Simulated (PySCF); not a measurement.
## Electronic structure of P (phosphorus, neutral) at the UHF level

Configuration: [Ne] 3s1 3p3 4s1, high-spin 6S determinant (an excited configuration). All numbers are calculated (PySCF 2.14, scalar relativity by spin-free X2C-1e, in aug-cc-pVTZ-DK (6s5p3d2f, 50 functions)).

* Total energy: -341.135600 hartree
* One-electron energy: -469.2978 hartree
* Hartree (Coulomb) energy: 150.8627 hartree
* Exchange energy: -22.7005 hartree
* ⟨S²⟩: 8.7500
* ⟨L²⟩: 0.000
* Sum of ⟨r⟩: 17.45 bohr
* Sum of ⟨r²⟩: 51.11 bohr²
* Langevin diamagnetic susceptibility: -40.5 ×10⁻⁶ cm³/mol

| shell | electrons | mean orbital energy (eV) | rms radius, mean of both spins (bohr) |
| --- | --- | --- | --- |
| 1s α | 1 | -2188.7 | 0.120 |
| 1s β | 1 | -2187.5 | 0.120 |
| 2s α | 1 | -212.04 | 0.561 |
| 2s β | 1 | -210.23 | 0.561 |
| 2p α | 3 | -153.82 | 0.539 |
| 2p β | 3 | -152.05 | 0.539 |
| 3s α | 1 | -28.958 | 1.94 |
| 3p α | 3 | -15.738 | 2.29 |
| 4s α | 1 | -3.144 | 5.41 |

The outer electron is Rydberg-like, and this basis confines it to a smaller radius and binds it less than a complete one would.

Densities and radii are taken from the X2C orbitals without a picture-change correction, which distorts them close to the nucleus.

Spin-orbit constants ζ (cm⁻¹) from the X2C one-electron operator on these orbitals: bare nucleus, nucleus screened by l(l+1)(2l+1)/3 electrons, and screened by the Breit-Pauli mean field of the electrons.

```
shell   bare  screened nucleus  mean field
   2p   5453              4726        4395
   3p  363.4             314.9       288.9
```
